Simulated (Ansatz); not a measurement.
`CC[O][Ge]([F])([F])[O]CC`, 19 atoms. The species carries charge 0 and has multiplicity 1. Correlated methods include outer-core shells of Ge, which these sets cover unevenly. Scalar relativity is left out up to krypton. Hardware: A = 4 threads of an AMD EPYC 7R13 on a shared host and a share of an NVIDIA H100 80 GB; B = 4 threads of an AMD EPYC 7R13 on a shared host. Correlated methods freeze the cores.

(1) Give the basis size and wall time and peak host memory of each of these runs in Ansatz. RKS PBE0-D4/def2-SVP energy [B]; RKS PBE0-D4/def2-TZVP relaxation (14 steps) [A]; direct RPA on PBE orbitals/def2-TZVPP energy [A]; RKS revPBE-D4/def2-TZVPP energy [A]; RHF-CCSD(T)/def2-TZVPP energy [A]; RKS SPW92 (LDA)/def2-TZVPP energy [A]; RKS LC-ωPBE/def2-TZVPP energy [A]; RHF-CCSD(T)/def2-SVP energy [A]; RKS CAM-B3LYP-D4/def2-TZVPP energy [A]; RKS ωB97M-V/def2-QZVPP energy [A]; RKS ωB97M-V/def2-SVP energy [B]; RHF-MP2/def2-QZVPP energy [A]. (Best estimate.)

## Answers

(1) The calculation gave: Other jobs shared the machine, so times are rough.

```
                                level                        job  functions  wall time  peak host memory (GiB)
           RKS SPW92 (LDA)/def2-TZVPP                 energy [A]        436      2.8 s                    0.94
                 RHF-CCSD(T)/def2-SVP                 energy [A]        194      3.2 s                    0.83
             RKS revPBE-D4/def2-TZVPP                 energy [A]        436      3.2 s                    0.96
               RKS LC-ωPBE/def2-TZVPP                 energy [A]        436      4.2 s                    0.98
                 RKS PBE0-D4/def2-SVP                 energy [B]        194      4.4 s                    0.96
          RKS CAM-B3LYP-D4/def2-TZVPP                 energy [A]        436      4.8 s                    0.98
direct RPA on PBE orbitals/def2-TZVPP                 energy [A]        436        6 s                       2
                   RHF-MP2/def2-QZVPP                 energy [A]        845      9.5 s                     1.6
                 RKS ωB97M-V/def2-SVP                 energy [B]        194       12 s                     1.2
               RKS ωB97M-V/def2-QZVPP                 energy [A]        845       14 s                     1.6
                RKS PBE0-D4/def2-TZVP  relaxation (14 steps) [A]        356       37 s                     1.1
               RHF-CCSD(T)/def2-TZVPP                 energy [A]        436       72 s                    0.94
```

LC-ωPBE has ω = 0.4 bohr⁻¹.
